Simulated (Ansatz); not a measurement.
Li5Br4, relaxed as a doublet with UKS PBE-D4/def2-SVP in Ansatz, starting from the GFN1-xTB geometry. Force threshold 0.02 eV/Å.

The structure comes from a short search, and lower isomers may exist.

Start:

| atom | x (Å) | y (Å) | z (Å) |
| --- | --- | --- | --- |
| Li1 | 1.2468 | -1.3604 | -0.3383 |
| Li2 | -0.9125 | -1.5314 | 1.6288 |
| Li3 | -1.1667 | -0.7696 | -1.2165 |
| Li4 | 0.8161 | 1.1123 | -1.5435 |
| Li5 | -0.2343 | 1.0936 | 1.2937 |
| Br6 | -1.1803 | 0.0801 | 3.2617 |
| Br7 | 0.7632 | -1.0486 | -2.7622 |
| Br8 | -1.4873 | 1.6486 | -0.8270 |
| Br9 | 2.1549 | 0.7753 | 0.5035 |

Task: Estimate the energy that the relaxation releases and the steps that it takes.

Result: 0.25 eV, in 6 steps; 40 s on 4 threads of Arm Neoverse N1 on a shared host. No frequencies were taken in this run, so the end may be a saddle point.

Task: Does the start keep its bonding?

Result: Bonds lost: Li1–Li2, Li2–Li3 (atoms count from 1).

Task: Predict the relaxed structure.

Result: 
```xyz
9

Li    1.439   -1.391   -0.340
Li   -1.058   -1.753    1.810
Li   -1.323   -0.750   -1.342
Li    0.873    1.215   -1.627
Li   -0.206    1.199    1.330
Br   -1.160    0.072    3.221
Br    0.725   -1.058   -2.671
Br   -1.435    1.648   -0.842
Br    2.144    0.818    0.461
```
Bond lengths (bridged metal pairs left out): 11 × Br–Li 2.31 to 2.54 Å.
